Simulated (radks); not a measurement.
Initial-state core-level shifts of the iron ion Fe2+ when its valence configuration changes from [Ar] 3d6. Calculated with a radial shooting solver on a logarithmic mesh with Libxc functionals: non-relativistic Kohn-Sham, PBEsol, spin-unpolarised, spherical densities, point nucleus. Shifts are changes of the shell-averaged eigenvalues in eV (positive: less bound); the change of the density at the nucleus, which sets a Mossbauer isomer shift, is in e/bohr^3, on a base of 1.189e+04.

| valence | 1s | 2s | 2p | 3p | density at nucleus |
|---|---|---|---|---|---|
| 3d5 4s1 | -7.654 | -8.602 | -8.516 | -7.036 | +9.772 |
| 3d5 4p1 | -8.928 | -9.837 | -9.748 | -8.309 | +1.883 |
| 3d4 4s2 | -16.478 | -18.564 | -18.384 | -14.785 | +22.092 |
| 3d5.5 4p0.5 | -4.325 | -4.750 | -4.708 | -4.070 | +0.859 |
| 3d4 4p2 | -18.891 | -20.942 | -20.750 | -17.176 | +4.424 |
| 3d4 4s1 4p1 | -17.700 | -19.768 | -19.582 | -15.995 | +13.380 |
| 3d3 4s2 4p1 | -27.572 | -30.977 | -30.691 | -24.256 | +27.693 |
| 3d3 4s1 4p2 | -28.699 | -32.105 | -31.810 | -25.369 | +17.777 |
